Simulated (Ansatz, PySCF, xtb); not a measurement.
Pair of molecules: HCl (SMILES Cl) (first 2 atoms) with ClH3Si (SMILES [SiH3]Cl); geometry from B3LYP-D3(BJ)/def2-TZVP.
(charge 0, multiplicity 1):
```xyz
7

Cl    -0.314    -0.418     0.969
H      0.590    -0.101     1.832
Si    -0.531     0.360     4.794
Cl     1.420     0.497     4.079
H     -1.003    -1.015     4.561
H     -1.351     1.340     4.061
H     -0.490     0.672     6.234
```

Interaction energies are E(AB) − E(A) − E(B) at the monomers' geometry in the complex; basis-set methods are counterpoise corrected.

The values were computed with Ansatz (Gaussian basis) for Hartree–Fock, density functionals and correlated methods; PySCF for the dispersion terms; xtb for the GFN methods. 

Problem. One of these levels gives -2.03 kcal/mol for the interaction energy. Which?
A. B3LYP/def2-TZVPPD
B. BLYP-D3(BJ)/def2-TZVPPD
C. GFN2-xTB
D. GFN1-xTB

Solution. D, GFN1-xTB. The others give -2.75 (GFN2-xTB), -3.07 (BLYP-D3(BJ)/def2-TZVPPD), -0.87 (B3LYP/def2-TZVPPD)

Ansatz is a first-principles code.
